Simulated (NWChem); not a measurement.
System meant: Si2NH6OF; SMILES [Si@@H](F)(O)[SiH2]N

Input file for NWChem:

```
start job
memory heap 200 mb stack 900 mb global 1100 mb
geometry units angstroms noautoz
  N     -0.536863     2.462191     0.140792
  Si     0.671817     1.264175    -0.214108
  Si    -0.031494    -0.914303     0.307189
  O     -1.485857    -1.098454    -0.474618
  F      1.026353    -2.032967    -0.238665
  H     -0.610084     2.808647     1.090960
  H     -1.460018     2.352468    -0.266386
  H      1.014384     1.295561    -1.669564
  H      1.886561     1.602648     0.588968
  H     -0.191258    -1.219390     1.764883
  H     -1.993019    -1.895412    -0.290510
end
basis spherical
  * library def2-svp
end
dft
  odft
  mult 2
  xc xpbe96 cpbe96
  iterations 150
  mulliken
end
task dft energy
```

End of the output:

```
                                 NWChem DFT Module
                                 -----------------

 Summary of "ao basis" -> "ao basis" (spherical)
 ------------------------------------------------------------------------------
       Tag                 Description            Shells   Functions and Types
 ---------------- ------------------------------  ------  ---------------------
 N                          def2-svp                 6       14   3s2p1d
 Si                         def2-svp                 8       18   4s3p1d
 O                          def2-svp                 6       14   3s2p1d
 F                          def2-svp                 6       14   3s2p1d
 H                          def2-svp                 3        5   2s1p

 Summary of "ao basis" -> "ao basis" (spherical)
 ------------------------------------------------------------------------------
       Tag                 Description            Shells   Functions and Types
 ---------------- ------------------------------  ------  ---------------------
 N                          def2-svp                 6       14   3s2p1d
 Si                         def2-svp                 8       18   4s3p1d
 O                          def2-svp                 6       14   3s2p1d
 F                          def2-svp                 6       14   3s2p1d
 H                          def2-svp                 3        5   2s1p

  number of electrons :                   58
  multiplicity        :                    2
 ------------------------------------------------------------------------
  no. of electrons and multiplicity not compatible                  58
 ------------------------------------------------------------------------
 ------------------------------------------------------------------------
  current input line :
    26: task dft energy
 ------------------------------------------------------------------------
 ------------------------------------------------------------------------
 There is an error in the input file
 ------------------------------------------------------------------------
 For more information see the NWChem manual at https://nwchemgit.github.io

0: no. of electrons and multiplicity not compatible:Received an Error in Communication
```

Question: Find the fault in this run and fix the input.

Answer: The program refused the input. Cause: the multiplicity doesn't fit the number of electrons (an even count wants an odd multiplicity, and the reverse). This input runs:
```
start job
memory heap 200 mb stack 900 mb global 1100 mb
geometry units angstroms noautoz
  N     -0.536863     2.462191     0.140792
  Si     0.671817     1.264175    -0.214108
  Si    -0.031494    -0.914303     0.307189
  O     -1.485857    -1.098454    -0.474618
  F      1.026353    -2.032967    -0.238665
  H     -0.610084     2.808647     1.090960
  H     -1.460018     2.352468    -0.266386
  H      1.014384     1.295561    -1.669564
  H      1.886561     1.602648     0.588968
  H     -0.191258    -1.219390     1.764883
  H     -1.993019    -1.895412    -0.290510
end
basis spherical
  N library def2-svp
  Si library def2-svp
  O library def2-svp
  F library def2-svp
  H library def2-svp
end
dft
  xc xpbe96 cpbe96
  iterations 150
  mulliken
end
task dft energy
```
It converges to -811.61564 Ha (PBE/def2-SVP).
